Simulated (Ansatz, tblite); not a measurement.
Spin states of Ag2F2⁻ (the lowest doublet isomer of a short search), each relaxed with PBE-D4/def2-TZVPD in Ansatz. Electronic energies in the gas phase.

In the def2 sets Ag takes a core potential; there is no spin–orbit coupling. The xTB rows come from tblite. HSE06 is defined as in plane-wave codes, on full-range PBE exchange. Correlated methods freeze 2 core orbitals; core or outer-core shells of Ag are correlated, in sets that lack core-valence functions. The rows differ in basis, and correlated rows in double-zeta sets carry the largest basis error. In CCSD on the charge -1 quartet the largest single amplitude is 0.49, so its Hartree–Fock determinant may place the open shell otherwise than the density functionals do. HOMO above LUMO, or a gap near zero within one spin, warns that the state may not be the lowest or that an electron is smeared out. In the quartet geometry the species has come apart into loosely held pieces. The structure comes from a short search, and lower isomers may exist.

Doublet geometry (D∞h within 0.1 Å):

Cartesian coordinates in Å:
```
Ag -0.633 0.645 1.004
Ag 0.636 -0.642 -1.004
F 1.604 -1.638 -2.547
F -1.607 1.635 2.547
```

Quartet geometry (C2h within 0.1 Å):

```xyz
4

Ag   -0.686    0.181    4.471
Ag    0.684   -0.177   -4.471
F    -1.226   -0.759   -5.063
F     1.228    0.755    5.063
```

⟨S²⟩: doublet 0.76 at PBE0-D4/def2-TZVPD (pure 0.75), quartet 3.76 at PBE0-D4/def2-TZVPD (pure 3.75).

Run but left out: HF/STO-3G (doublet: ⟨S²⟩ 1.67, where a pure state has 0.75); HF/def2-SVPD, HF/def2-TZVPD, MP2/def2-SVPD, MP2/def2-TZVPD (quartet: a determinant that CCSD turns far, T1 0.056).

Only these spin states were relaxed. The quartet has fallen apart into loose fragments. The quartet has other bonds than the doublet, so the gap mixes isomer and spin.

| level | quartet − doublet (kJ/mol) | lowest of these | remarks |
| --- | --- | --- | --- |
| GFN1-xTB | 463.4 | doublet | – |
| GFN2-xTB | 533.1 | doublet | – |
| PBE-D4/def2-TZVPD | 338.3 | doublet | gap within one spin near zero (quartet) |
| revPBE-D4/def2-TZVPD | 325.5 | doublet | gap within one spin near zero (quartet) |
| r2SCAN-D4/def2-TZVPD | 343.7 | doublet | gap within one spin near zero (quartet) |
| B97M-V/def2-TZVPD | 352.8 | doublet | gap within one spin near zero (quartet) |
| PBE0-D4/def2-TZVPD | 407.4 | doublet | – |
| HSE06-D4/def2-TZVPD | 396.5 | doublet | gap within one spin near zero (quartet) |
| BHLYP-D4/def2-TZVPD | 478.7 | doublet | – |
| RPA@PBE/def2-TZVPD | 289.0 | doublet | – |
| CCSD/def2-SVPD | 537.5 | doublet | large T1 (0.056) (quartet) |
| CCSD(T)/def2-SVPD | 539.3 | doublet | large T1 (0.056) (quartet) |

Change of the quartet − doublet gap on mixing in exact exchange, in kJ/mol: PBE to PBE0 (25 % exact exchange) 69.2.

The xTB methods have no spin-polarisation term.
